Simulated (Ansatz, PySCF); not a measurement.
Process, species as SMILES: [GeH3] (GeH3) → [GeH2] (GeH2) + H atom (the Ge-H bond at the site shown breaks; other sites are not compared here)
Structures are relaxed separately at B3LYP-D3(BJ)/def2-TZVP in Ansatz (a program for electronic structure). Unstable Hartree-Fock reference: [GeH2] (GeH2).

Property: bond dissociation energy (0 K, with B3LYP-D3(BJ) harmonic zero-point energies from PySCF), in kcal/mol. Correlated levels leave the core frozen unless marked. Open shells are spin-unrestricted. No spin-orbit coupling. The frozen core is the preceding noble-gas configuration, with the filled d and f shells of earlier blocks. Non-relativistic. CBS marks a two-point X^-3 extrapolation of the correlation energy; Hartree-Fock from the larger set. The bracket is a focal-point correction in the basis named.

| level | program | bond dissociation energy (kcal/mol) | minus last row |
|---|---|---|---|
| HF/def2-TZVPPD | Ansatz | 52.6 | -6.4 |
| BLYP/def2-TZVPD | Ansatz | 53.7 | -5.3 |
| PBE0/def2-SVP | Ansatz | 59.3 | 0.3 |
| PBE0/def2-TZVPD | Ansatz | 59.0 | 0.0 |
| PW6B95-D4/def2-TZVPD | PySCF + dftd4 | 57.2 | -1.8 |
| B2GP-PLYP-D4/def2-TZVPD | Ansatz + dftd4 | 57.8 | -1.2 |
| RPA@PBE/cc-pVTZ | Ansatz | 55.2 | -3.8 |
| MP2/6-31G | Ansatz | 51.1 | -7.9 |
| MP2/cc-pVTZ | Ansatz | 58.1 | -0.9 |
| MP2/aug-cc-pVQZ | Ansatz | 58.6 | -0.4 |
| RI-MP2/def2-TZVPPD | Ansatz | 58.2 | -0.8 |
| RI-MP2/CBS(def2-TZVPP,def2-QZVPP) | Ansatz | 58.8 | -0.2 |
| SCS-MP2/cc-pVDZ | Ansatz | 55.8 | -3.2 |
| SCS-MP2/aug-cc-pVQZ | Ansatz | 58.2 | -0.8 |
| CCSD/STO-3G | Ansatz | 88.7 | 29.7 |
| CCSD/def2-SVPD | Ansatz | 56.8 | -2.2 |
| CCSD/cc-pVTZ | Ansatz | 57.9 | -1.1 |
| CCSD/CBS(def2-TZVPP,def2-QZVPP) | Ansatz | 59.0 | 0.0 |
| RI-MP2/CBS(cc-pVTZ,cc-pVQZ)+[CCSD(T)-MP2]/cc-pVTZ | Ansatz | 58.7 | -0.3 |
| RI-MP2/CBS(def2-TZVPP,def2-QZVPP)+[CCSD(T)-MP2]/def2-TZVPP | Ansatz | 58.7 | -0.3 |
| CCSD(T)/CBS(aug-cc-pVTZ,aug-cc-pVQZ) | Ansatz | 59.0 | 0.0 |
